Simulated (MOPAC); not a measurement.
MOPAC input (PM3):

```
PM3 FORCE THERMO(298,298) PRECISE LET GEO-OK AUX(PRECISION=9) THREADS=1
C4H10Si

C     2.91364779 1    0.35979592 1    0.34780626 1
C     1.57334584 1   -0.27013138 1    0.33132566 1
C     0.50614295 1    0.27386874 1   -0.24140644 1
Si   -1.12188913 1   -0.54199268 1   -0.26082476 1
C    -2.50576544 1    0.66360760 1    0.12497815 1
H     3.25062522 1    0.52103550 1    1.38066033 1
H     3.65080018 1   -0.29044134 1   -0.14224280 1
H     2.93664032 1    1.33116604 1   -0.16379202 1
H     1.49752487 1   -1.24445390 1    0.83297989 1
H     0.57749087 1    1.24642598 1   -0.73787386 1
H    -1.14611737 1   -1.67421929 1    0.72281427 1
H    -1.34381239 1   -1.12621440 1   -1.62480568 1
H    -2.50308129 1    1.50859921 1   -0.57011842 1
H    -2.41041335 1    1.06980131 1    1.13632137 1
H    -3.48509631 1    0.18099539 1    0.05450441 1
```

Output:

```
 *******************************************************************************
 **                                                                           **
 **                              MOPAC v23.2.5                                **
 **                                                                           **
 *******************************************************************************
 ** MOPAC's Digital Object Identifier: https://doi.org/10.5281/zenodo.6511958 **
 **                                                                           **
 ** Please cite the open-source release paper for use of this MOPAC version:  **
 ** J. E. Moussa and J. J. P. Stewart (2026)                                  **
 ** MOPAC: An open-source semiempirical molecular orbital program             **
 ** J. Open Source Softw., 11(119), 8025, https://doi.org/10.21105/joss.08025 **
 *******************************************************************************

                              PM3 CALCULATION RESULTS

 *******************************************************************************
 *  PM3        - The PM3 Hamiltonian to be used
 *  GEO-OK     - OVERRIDE INTERATOMIC DISTANCE AND OTHER SAFETY CHECKS
 *  LET        - OVERRIDE SOME SAFETY CHECKS
 *  PRECISE    - TIGHTER CRITERIA TO BE USED
 *  FORCE      - FORCE CALCULATION SPECIFIED
 *  AUX        - OUTPUT AUXILIARY INFORMATION
 *  THERMO     - THERMODYNAMIC QUANTITIES TO BE CALCULATED
 *******************************************************************************
PM3 FORCE THERMO(298,298) PRECISE LET GEO-OK AUX(PRECISION=9) THREADS=1
 C4H10Si

   ATOM   CHEMICAL          X               Y               Z
  NUMBER   SYMBOL      (ANGSTROMS)     (ANGSTROMS)     (ANGSTROMS)

     1       C          2.91364779  *   0.35979592  *   0.34780626  *
     2       C          1.57334584  *  -0.27013138  *   0.33132566  *
     3       C          0.50614295  *   0.27386874  *  -0.24140644  *
     4      Si         -1.12188913  *  -0.54199268  *  -0.26082476  *
     5       C         -2.50576544  *   0.66360760  *   0.12497815  *
     6       H          3.25062522  *   0.52103550  *   1.38066033  *
     7       H          3.65080018  *  -0.29044134  *  -0.14224280  *
     8       H          2.93664032  *   1.33116604  *  -0.16379202  *
     9       H          1.49752487  *  -1.24445390  *   0.83297989  *
    10       H          0.57749087  *   1.24642598  *  -0.73787386  *
    11       H         -1.14611737  *  -1.67421929  *   0.72281427  *
    12       H         -1.34381239  *  -1.12621440  *  -1.62480568  *
    13       H         -2.50308129  *   1.50859921  *  -0.57011842  *
    14       H         -2.41041335  *   1.06980131  *   1.13632137  *
    15       H         -3.48509631  *   0.18099539  *   0.05450441  *

          CARTESIAN COORDINATES

    NO.       ATOM           X           Y           Z

     1         C          2.9136      0.3598      0.3478
     2         C          1.5733     -0.2701      0.3313
     3         C          0.5061      0.2739     -0.2414
     4        Si         -1.1219     -0.5420     -0.2608
     5         C         -2.5058      0.6636      0.1250
     6         H          3.2506      0.5210      1.3807
     7         H          3.6508     -0.2904     -0.1422
     8         H          2.9366      1.3312     -0.1638
     9         H          1.4975     -1.2445      0.8330
    10         H          0.5775      1.2464     -0.7379
[...]
 REDUCED MASS        0.4609         C  3 -- H 10          +2.4% ( 16.1%)     99.9%
 EFFECTIVE MASS      1.5100
 FORCE CONSTANT      2.5699

 VIBRATION         36   36A           ATOM PAIR      ENERGY CONTRIBUTION    RADIAL
 FREQUENCY          3127.93         C  5 -- H 13         +63.7% ( 82.2%)     98.9%
 TRANSITION DIPOLE   0.1258         C  5 -- H 14         +27.6% ( 54.1%)     91.9%
 TRAVEL (Ang.)       0.2052         C  5 -- H 15          +7.9% ( 28.9%)     68.4%
 REDUCED MASS        0.5119         Si 4 -- C  5          +0.9% (  9.7%)      0.0%
 EFFECTIVE MASS      1.4870
 FORCE CONSTANT      2.9509

 VIBRATION         37   37A           ATOM PAIR      ENERGY CONTRIBUTION    RADIAL
 FREQUENCY          3128.87         C  5 -- H 15         +58.4% ( 78.7%)     98.4%
 TRANSITION DIPOLE   0.1424         C  5 -- H 14         +37.9% ( 63.4%)     95.2%
 TRAVEL (Ang.)       0.2058         C  5 -- H 13          +2.9% ( 17.5%)     37.2%
 REDUCED MASS        0.5090         Si 4 -- C  5          +0.9% (  9.8%)      0.0%
 EFFECTIVE MASS      1.4873
 FORCE CONSTANT      2.9360

 VIBRATION         38   38A           ATOM PAIR      ENERGY CONTRIBUTION    RADIAL
 FREQUENCY          3170.00         C  1 -- H  8         +34.9% ( 56.9%)     97.3%
 TRANSITION DIPOLE   0.0674         C  1 -- H  6         +32.4% ( 54.8%)     97.0%
 TRAVEL (Ang.)       0.2549         C  1 -- H  7         +32.3% ( 54.7%)     97.0%
 REDUCED MASS        0.3273         C  1 -- C  2          +0.3% (  5.4%)    100.0%
 EFFECTIVE MASS      1.1390
 FORCE CONSTANT      1.9381

 VIBRATION         39   39A           ATOM PAIR      ENERGY CONTRIBUTION    RADIAL
 FREQUENCY          3229.45         C  5 -- H 14         +34.0% ( 56.0%)     97.4%
 TRANSITION DIPOLE   0.1008         C  5 -- H 15         +33.1% ( 55.2%)     97.3%
 TRAVEL (Ang.)       0.2525         C  5 -- H 13         +32.7% ( 54.9%)     97.2%
 REDUCED MASS        0.3274         Si 4 -- C  5          +0.1% (  3.7%)    100.0%
 EFFECTIVE MASS      1.1189
 FORCE CONSTANT      2.0116

      SYMMETRY NUMBER FOR POINT-GROUP C1  =  1

          SYSTEM IS A GROUND STATE

 C4H10Si

          MOLECULE IS NOT LINEAR

          THERE ARE 39 GENUINE VIBRATIONS IN THIS SYSTEM
          THIS THERMODYNAMICS CALCULATION IS LIMITED TO
          MOLECULES WHICH HAVE NO INTERNAL ROTATIONS

                    CALCULATED THERMODYNAMIC PROPERTIES
                                          *
   TEMP. (K)   PARTITION FUNCTION   H.O.F.    ENTHALPY  HEAT CAPACITY ENTROPY
                                   KCAL/MOL   CAL/MOLE    CAL/K/MOL  CAL/K/MOL

 298.00  VIB.     0.3398D+03                  3479.1584    22.4532    23.2570
         ROT.     0.1618D+06                   888.2803     2.9808    26.8152
         INT.     0.5497D+08                  4367.4387    25.4340    50.0722
         TRA.     0.7738D+27                  1480.4672     4.9680    39.2734
         TOT.                       -6.856    5847.9059    30.4020    89.3456

   *: NOTE: HEATS OF FORMATION ARE RELATIVE TO THE
            ELEMENTS IN THEIR STANDARD STATE AT 298K
              (=  Standard Enthalpy of Formation).

            Hvib:  Zero-point energy is not included.
                   frequencies of less than zero cm-1 are not included.
            Hrot = (3/2)RT
            Htra = (3/2)RT + pV = (5/2)RT

            Heat capacity is Cp, not Cv

          For more information, see: HTTP://OpenMOPAC.net/Manual/thermochemistry.html

           FORCE CONSTANT IN CARTESIAN COORDINATES (Millidynes/A)

    ATOM   CHEMICAL       X               Y               Z
   NUMBER   SYMBOL  FORCE CONSTANT  FORCE CONSTANT  FORCE CONSTANT

      1       C        9.043483        8.376356        7.928613
      2       C       11.234185       13.227424        2.410634
      3       C        7.925331       12.729203        1.830911
      4      Si        3.944633        3.865807        3.671849
      5       C        7.319767        6.447644        6.537398
      6       H        1.169160        1.739359        3.752881
      7       H        1.168298        1.724147        3.766506
      8       H        1.383008        4.726844        0.657403
      9       H        1.566069        4.207757        0.354158
     10       H        1.549272        4.328330        0.345692
     11       H        0.501756        1.857241        0.358994
     12       H        0.461492        0.351769        1.886241
     13       H        1.183970        4.804684        0.840513
     14       H        0.968339        0.891696        4.977867
     15       H        5.534075        0.636309        0.660695

 **********************
 *                    *
 * JOB ENDED NORMALLY *
 *                    *
 **********************

 == MOPAC DONE ==
```
